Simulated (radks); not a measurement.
Charge is removed step by step from the 5d up level of Re3+, starting from [Xe] 4f14 5d(up 4, down 0). Calculated with a radial shooting solver on a logarithmic mesh with Libxc functionals: scalar-relativistic Kohn-Sham, PBE, spin-polarised, spherical densities, finite nucleus; Fermi nuclear charge, rms radius 5.3698 fm.

removed (e)  E - E(0) (eV)  eigenvalue (eV)  E minus straight line (eV)
0                    0.000          -34.314                       0.000
0.25                 8.960          -37.389                      -1.179
0.5                 18.696          -40.525                      -1.581
0.75                29.222          -43.717                      -1.193
1                   40.554          -46.964                       0.000

Removing the whole electron costs 40.554 eV by Delta-SCF, against 34.314 eV from minus the eigenvalue at the starting occupation. Slater's transition state (half an electron removed) gives 40.525 eV. Integrating minus the eigenvalue over the occupation (Janak's theorem) gives 40.563 eV. In this scalar-relativistic scheme the density is built from large components alone, so the theorem holds only approximately. The mean slope of the eigenvalue, de/dn, is 12.6 eV per electron. Ionisation energy of Re3+ in the NIST Atomic Spectra Database: 39 eV (theoretical).
